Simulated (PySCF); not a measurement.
## Relaxation of doublet AsO₂

Method: UPBE0 in PySCF with As def2-TZVP, O def2-TZVP; no relativity; density-fitted integrals. A (50,194) grid was used.

A start displaced from a saddle point along its imaginary mode, of C2v symmetry, held to at least that symmetry:

```xyz
3
charge 0 multiplicity 2, angstrom
As    0.0512    0.0000    0.0000
O    -0.1200    0.0000    1.6414
O    -0.1200    0.0000   -1.6414
```

Task: What forces act on the atoms at the start (eV/Å)?

Result: 
```
atom     Fx    Fy     Fz
 As1   1.82  0.00   0.00
  O2  -0.91  0.00  -0.73
  O3  -0.91  0.00   0.73
```

Task: What does it relax to?

Result: It ends at C2v with As–O 1.626 Å (×2); O–As–O 126.4°. A frequency run shows a minimum.

Task: How much energy is released, and in how many steps?

Result: 88.0 kJ/mol in 6 steps.

The relaxation took roughly 60 core-seconds on a shared host.
